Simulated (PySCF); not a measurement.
CHNO, charge +1, multiplicity 2. Atoms are numbered in the order given.

```xyz
4

N     -0.1341    -1.1864     0.0000
C      0.0289     0.0775     0.0000
O      0.0112     1.2084     0.0000
H      0.6754    -1.8284     0.0000
```
Charge +1, spin multiplicity 2.

Geometry optimised at ωB97X-D3(BJ)/def2-TZVP. The spin state was assumed, not searched.

All values below come from M06-2X/def2-TZVPD in PySCF.

Mulliken values depend strongly on the basis, most of all with diffuse functions as here. ESP charges are fitted to the potential on shells at 1.4 to 2.0 van der Waals radii. Atomic charges (e):

| atom | Mulliken | meta-Löwdin | ESP fit | Mulliken spin |
|---|---|---|---|---|
| N1 | -0.19 | -0.04 | … | 0.88 |
| C2 | 0.70 | 0.65 | … | -0.17 |
| O3 | 0.07 | 0.02 | … | 0.32 |
| H4 | 0.43 | 0.37 | … | -0.03 |

**Question.** Fill in the missing entries. (The exact figures need the calculation; the answer reports its results.)

**Answer.** 
- N1, ESP fit: -0.11
- C2, ESP fit: 0.66
- O3, ESP fit: 0.02
- H4, ESP fit: 0.42
